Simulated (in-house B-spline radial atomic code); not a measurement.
B⁺. Computed with a B-spline radial atomic code. Model: non-relativistic spherical atom: semilocal Troullier-Martins pseudo-atom, one channel per l, against all electrons, high spin, G0W0 and RPA with empty states to l = 8, local potential for every l without a channel, a model core (radius 0 = none) keeps its share of the functional.

What the tables leave out is listed at the end.

The pseudopotential gives back the lowest level of each angular momentum of its own functional in the configuration it was made in; a second state of the same l is only approximately right. Exact exchange, RPA and GW see the smooth pseudo-orbitals and miss the exchange with the core, for which the functional's share stands in. The column with an uncorrelated core keeps all orbitals and exact exchange, and so separates missing core correlation from pseudisation. Only the three outermost levels and the lowest empty one were computed. RPA here is direct RPA, with no exchange kernel, and its energies carry an (l + 1/2)⁻⁴ tail. A hybrid on a potential with a model core restores only its own semilocal share of the core's exchange.

Command:
```bash
python run_psgw.py task.json out
```
Settings (lengths in bohr, energies in hartree):
```
Z                      5
electrons              4
configuration          [He] 2s2
generated_in           [He] 2s2 2p1
functional             pbe,pbe
core_shells            1
radius_factor          0.8
core_correction        True
ion_configuration      [He] 2s1
```

Cost of the run: 18 s on 1 thread of Arm Neoverse N1, with other jobs on the host.

Given: made with PBE; model core radius 0.707 bohr; local radius 1.312 bohr; mean-field start PBE.

Valence shells of the generating configuration: 2s, 2p.

Channel: s 1.21, p 1.889 (radii in bohr).

Computed: largest level miss in the spin-unpolarised generating configuration 0.001 eV; valence RPA correlation energy all-electron orbitals -0.11127 hartree; valence RPA correlation energy pseudo -0.11981 hartree; all-electron RPA polarisability, core included 8.0212 bohr³; pseudo-atom RPA polarisability 7.9975 bohr³; ionisation by mean-field pseudo minus all -0.042 eV; ionisation by RPA all-electron 25.472 eV.

```json
{"level": "2s", "occupied": "1", "mean-field all-electron (eV)": "-19.505", "mean-field pseudo minus all (eV)": "0.027", "G0W0 all-electron (eV)": "-25.014", "G0W0 uncorrelated core minus all (eV)": "0.068", "G0W0 pseudo minus all (eV)": "-0.098", "exchange self-energy all-electron (eV)": "-15.287", "exchange self-energy pseudo (eV)": "-13.784"}
{"level": "2p (empty)", "occupied": "0", "mean-field all-electron (eV)": "-13.366", "mean-field pseudo minus all (eV)": "0.05", "G0W0 all-electron (eV)": "-8.6952", "G0W0 uncorrelated core minus all (eV)": "0.079", "G0W0 pseudo minus all (eV)": "-0.152", "exchange self-energy all-electron (eV)": "-3.4547", "exchange self-energy pseudo (eV)": "-3.0111"}
```

(1) What is the ionisation by mean-field all-electron?

(2) What is the ionisation by RPA pseudo minus all?

Given: mean-field start PBE0.

Computed: all-electron RPA polarisability, core included 7.0316 bohr³; pseudo-atom RPA polarisability 7.0814 bohr³; ionisation by mean-field all-electron 24.561 eV; ionisation by mean-field pseudo minus all -0.089 eV; ionisation by RPA all-electron 25.197 eV; ionisation by RPA pseudo minus all 0.147 eV.

```tsv
level	occupied	mean-field all-electron (eV)	mean-field pseudo minus all (eV)	G0W0 all-electron (eV)	G0W0 uncorrelated core minus all (eV)	G0W0 pseudo minus all (eV)	exchange self-energy all-electron (eV)	exchange self-energy pseudo (eV)
2s	1	-20.793	0.072	-25.043	0.069	-0.034	-15.22	-13.74
2p (empty)	0	-11.973	0.039	-8.6479	0.07	-0.08	-3.3269	-2.932
```

(3) What is the valence RPA correlation energy pseudo?

(4) What is the valence RPA correlation energy all-electron orbitals?

## Answers

(1) 24.606 eV.

(2) 0.3 eV.

(3) -0.099294 hartree.

(4) -0.092599 hartree.

Among the listed levels the largest G0W0 shift of the pseudo-atom is -0.15 eV, for 2p (empty) on the PBE start, while leaving the core uncorrelated moves that level by +0.08 eV. So pseudisation and the lost core exchange, not the missing core correlation, make the error. Not in the tables (levels of low weight, unsolved or above zero; the highest and the empty levels are kept at any weight): no Hartree-Fock pseudo-atom is run with a model core.
